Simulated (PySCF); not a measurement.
CH7Si2, SMILES [SiH2]C[SiH3] (connectivity only; charge and spin as stated), charge +1, multiplicity 1. Atoms are numbered in the order given.

```xyz
10

Si     0.1691     1.5746     0.0000
C     -0.8601     0.1152     0.0000
Si     0.2214    -1.5368     0.0000
H      0.6647     2.1647     1.2639
H      0.6647     2.1647    -1.2639
H     -1.4788     0.0441    -0.9111
H     -1.4788     0.0441     0.9111
H     -0.7945    -2.6174     0.0000
H      1.0580    -1.5101    -1.2281
H      1.0580    -1.5101     1.2281
```
Charge +1, spin multiplicity 1.

Coordinates come from a PBE0-D3(BJ)/def2-SVP optimisation. The spin state was assumed, not searched. The isomer is the one that the SMILES or the coordinates give; other isomers of the formula were not compared.

Method: PBE0-D3(BJ)/def2-SVP in PySCF.

Frequencies are harmonic and unscaled.

Computed harmonic wavenumbers and intensities:
```tsv
mode	ν (cm⁻¹)	IR (km/mol)	Raman (Å⁴/amu)	depolarisation	moving atoms (share of kinetic energy)
1	77	0.0	0.3	0.75	H 91 %
2	124	8.5	1.0	0.72	Si 61 %, H 21 %, C 18 %
3	181	0.3	7.0	0.75	H 91 %
4	498	5.7	2.1	0.75	H 97 %
5	540	54.8	31.4	0.11	C 43 %, Si 37 %, H 20 %
6	552	0.8	7.1	0.75	H 94 %
7	569	8.8	4.2	0.42	H 88 %, Si 10 %
8	730	86.7	1.4	0.75	H 71 %, Si 16 %, C 14 %
9	818	97.6	3.1	0.75	H 67 %, C 25 %
10	837	74.5	23.8	0.22	H 43 %, C 36 %, Si 21 %
11	901	194.8	11.1	0.69	H 91 %
12	918	23.0	21.0	0.75	H 97 %
13	926	55.7	2.8	0.73	H 89 %
14	933	33.7	16.5	0.73	H 97 %
15	1002	2.1	3.3	0.75	H 96 %
16	1010	195.6	5.8	0.20	H 68 %, C 24 %
17	1355	15.7	4.8	0.48	H 88 %, C 11 %
18	2268	18.0	223.5	0.01	H 99 %
19	2289	44.3	57.3	0.75	H 96 %
20	2300	4.3	234.6	0.09	H 98 %
21	2303	19.2	171.3	0.63	H 96 %
22	2344	6.0	68.8	0.75	H 95 %
23	3073	28.2	82.1	0.14	H 95 %
24	3166	33.8	55.4	0.75	H 90 %, C 10 %
```
